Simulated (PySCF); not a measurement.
Choosing a molecule for a target property.

Species are written as SMILES; each is one conformer at its optimised geometry, gas phase, non-relativistic unless stated. Electronic properties by PySCF.

Dipoles, sizes and rotational constants follow the conformer. The torsions of the flexible species, by atom-mapped SMILES:
- `[CH3:1][CH2:2][C@@H:3]1[CH2:4][C@@H:5]([C:6]#[N:7])[C@H:8]1[F:9]`: C1–C2–C3–C4 176°
- `[CH2:1]=[CH:2][CH2:3][C@@H:4]([CH3:5])[N:6]([SiH3:7])[CH:8]=[CH2:9]`: C1–C2–C3–C4 -116°, C2–C3–C4–C5 178°, C3–C4–N6–Si7 117°, C4–N6–C8–C9 172°
- `[CH2:1]=[C:2]([CH3:3])[C@@:4]1([SiH3:5])[CH2:6][C@H:7]1[C:8]([CH3:9])=[O:10]`: C1–C2–C4–Si5 79°, C6–C7–C8–C9 -159°
- `[CH2:1]=[C:2]([CH3:3])[Si@H:4](/[CH:5]=[CH:6]\[CH3:7])[NH:8][CH3:9]`: C1–C2–Si4–C5 -121°, C2–Si4–C5–C6 -81°, C2–Si4–N8–C9 175°

Question: Wanted: HOMO energy above -6.3 eV (PBE0/pcSseg-1) and dipole moment below 2 D (PBE0/pcSseg-1), at GFN2-xTB geometries. Which candidate meets both?
A. `C=C(C)[C@@]1([SiH3])C[C@H]1C(C)=O`
B. `C=CC[C@@H](C)N([SiH3])C=C`
C. `CC[C@@H]1C[C@@H](C#N)[C@H]1F`
D. `C=C(C)[Si@H](/C=C\C)NC`

Answer: B. Computed values:
| species | HOMO energy | dipole moment |
| --- | --- | --- |
| CC[C@@H]1C[C@@H](C#N)[C@H]1F | -8.81 eV | 5.25 D |
| C=C(C)[C@@]1([SiH3])C[C@H]1C(C)=O | -6.82 eV | 2.20 D |
| C=C(C)[Si@H](/C=C\C)NC | -6.60 eV | 1.14 D |
| C=CC[C@@H](C)N([SiH3])C=C | -5.93 eV | 1.39 D |
